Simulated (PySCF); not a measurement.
**Electron correlation in O²⁺ (oxygen, charge +2)**

[He] 2s2 2p2, high-spin 3P determinant. Calculation: PySCF 2.14, in def2-SVP (3s2p1d, 14 functions); the non-relativistic Hamiltonian (point nucleus). Frozen: 1s2; 4 electrons correlated.

MP2 pair energies summed by pair of shells (mhartree):

```csv
pair,energy,share (%)
2s-2p,-31.59,57.6
2s-2s,-18.59,33.9
2p-2p,-4.68,8.5
```

Total MP2 correlation energy: -54.86 mhartree.

Same-spin part -7.65 and opposite-spin part -47.20 mhartree; SCS-MP2 scales them by 1/3 and 6/5 to -59.19 mhartree.

```tsv
level	correlation energy (mhartree)
CCSD	-77.61
(T)	-0.63
CCSD(T)	-78.24
```

Diagnostics: T1 = 0.0044, D1 = 0.0086, largest double amplitude 0.129.

Question: Is a single reference adequate?

Answer: Mostly. T1 lies below 0.03, but a double amplitude of this size points to a near-degeneracy that CCSD handles and MP2 describes poorly.
